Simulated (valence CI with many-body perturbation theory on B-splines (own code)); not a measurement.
**Ni¹⁴⁺: calculated level list**

Calculated by relativistic CI+MBPT: four valence electrons over a frozen Dirac-Fock core [Ne], a basis of 11 s, 11 p, 9 d, 7 f, 5 g, 2 h, 1 i functions for each j, with the one-electron correlation potential Σ1, the two-electron term Σ2, the three-electron term Σ3, Breit, model QED; selected CI, second order for the rest (own B-spline code, finite nucleus).

No measured spectrum was set against this ion. As an estimate, levels of excited configurations hold to 0.05 to 0.15 % of their energy, terms of the ground configuration to about 0.5 %.

Levels 46 to 71 of 71, with energies above the lowest level, 3s²3p² ³P_0. "Leading %" is the weight of the configuration and term that name the level; weights of strongly mixed levels are sums over their largest components and can fall short. In the jj column 3d3/2^4 stands for four electrons in 3d with j = 3/2. Lifetimes count E1, E2, E3, M1 and M2 decay at the calculated energies, and are blank where another channel may lead or the interval is too uncertain; long ones can be off by a factor of two.

```csv
No.,Configuration,Term,J,E (cm⁻¹),Leading %,g,Lifetime,Leading jj
46,3p⁴,¹S,0,812840,60,,84.4 ps,3p1/2^2 3p3/2^2 (36 %)
47,3s3p²3d,⁵P,2,814150,95,1.819,15.6 ps,3s 3p1/2 3p3/2 3d3/2 (33 %)
48,3s3p²3d,⁵P,1,817030,97,2.482,15.1 ps,3s 3p1/2 3p3/2 3d3/2 (42 %)
49,3s3p²3d,³P,2,828800,67,1.491,20.6 ps,3s 3p1/2 3p3/2 3d5/2 (43 %)
50,3s3p²3d,³P,1,842190,65,1.465,20.1 ps,3p1/2 3p3/2^3 (24 %)
51,3s3p²3d,³P,0,852120,64,,20.4 ps,3s 3p3/2^2 3d5/2 (29 %)
52,3s3p²3d,³G,3,863500,93,0.764,95.3 ps,3s 3p1/2 3p3/2 3d3/2 (72 %)
53,3s3p²3d,³G,4,866710,96,1.053,108 ps,3s 3p1/2 3p3/2 3d5/2 (36 %)
54,3s3p²3d,³G,5,870610,97,1.202,125 ps,3s 3p1/2 3p3/2 3d5/2 (55 %)
55,3s3p²3d,³D,1,874520,92,0.552,22.8 ps,3s 3p3/2^2 3d3/2 (27 %)
56,3s3p²3d,³D,2,874570,86,1.153,23.1 ps,3s 3p1/2 3p3/2 3d5/2 (26 %)
57,3s3p²3d,³D,3,876130,83,1.287,22.6 ps,3s 3p1/2 3p3/2 3d5/2 (57 %)
58,3s3p²3d,¹G,4,883360,77,1.019,239 ps,3s 3p1/2 3p3/2 3d5/2 (53 %)
59,3s3p²3d,¹F,3,888110,74,1.044,33.0 ps,3s 3p1/2 3p3/2 3d5/2 (34 %)
60,3s3p²3d,³F,2,897330,74,0.764,18.1 ps,3s 3p1/2 3p3/2 3d3/2 (30 %)
61,3s3p²3d,³F,3,906110,73,1.135,17.4 ps,3s 3p1/2 3p3/2 3d5/2 (45 %)
62,3s3p²3d,³D,1,909680,92,0.535,23.5 ps,3s 3p1/2 3p3/2 3d5/2 (54 %)
63,3s3p²3d,³D,2,913630,81,1.107,25.1 ps,3s 3p1/2 3p3/2 3d5/2 (35 %)
64,3s3p²3d,¹P,1,914650,73,0.915,18.6 ps,3s 3p1/2 3p3/2 3d3/2 (50 %)
65,3s3p²3d,³P,0,917930,79,,18.8 ps,3s 3p1/2 3p3/2 3d5/2 (43 %)
66,3s3p²3d,³F,4,918970,84,1.231,16.3 ps,3s 3p3/2^2 3d3/2 (42 %)
67,3s3p²3d,³P,1,921320,75,1.495,19.1 ps,3s 3p1/2 3p3/2 3d5/2 (47 %)
68,3s3p²3d,³D,3,923330,77,1.276,31.5 ps,3s 3p3/2^2 3d5/2 (63 %)
69,3s3p²3d,³P,2,927220,71,1.475,18.7 ps,3s 3p3/2^2 3d5/2 (40 %)
70,3s3p²3d,³D,1,939220,48,1.205,18.5 ps,3s 3p3/2^2 3d3/2 (33 %)
71,3s3p²3d,³D,2,942060,82,1.138,20.7 ps,3s 3p3/2^2 3d3/2 (31 %)
```

Names give the largest LS component (configuration and term), which can be under half, so a name can repeat, a term be missing and a line seem to break the LS rules; names also repeat where a configuration has a term twice.
